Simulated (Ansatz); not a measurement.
Gas-phase electronic energies from Ansatz, PBE0-D4/def2-TZVP geometries. CCSD(T)/CBS adds triple-zeta CCSD(T) − MP2 to the extrapolated MP2 energy (def2 sets, frozen cores). def2 core potentials past Kr. For In outer-core shells are correlated without core-valence functions, which leaves a few kJ/mol of doubt a bond. One conformer a species, not always the lowest.

`O=C=[N][Al]([Cl])[Cl]` + `C[S][In]([F])[F]` → `C[S][Al]([Cl])[Cl]` + `O=C=[N][In]([F])[F]`  (redistribution)

| level | ΔE (kJ/mol) |
| --- | --- |
| CCSD/def2-SVP | 74.4 |
| MP2/def2-QZVPP | 69.5 |

**Question.** What does CCSD(T)/CBS give? (Best estimate.)

**Answer.** Computed: +68.6 kJ/mol. The listed levels differ from it by 5.8, 0.9 kJ/mol.

Largest T1 diagnostic among the species: 0.018.

In def2-TZVPP, CCSD(T) changes the Hartree–Fock value by −7.4 kJ/mol (the triples alone add −2.5 kJ/mol) and MP2 by −6.4 kJ/mol. Leaving LDA and LC-ωPBE aside and taking each functional with its dispersion term where it has one, the values, not all of them listed here, spread over 10.2 kJ/mol, from ωB97X-V to B3LYP-D4. LDA lies +4.4 kJ/mol from PBE without D4. At CCSD(T), def2-SVP lies +3.6 kJ/mol from the extrapolated value and def2-TZVPP +0.1 kJ/mol.

B3LYP here is the variant with VWN-RPA as its local correlation; programs differ in this.
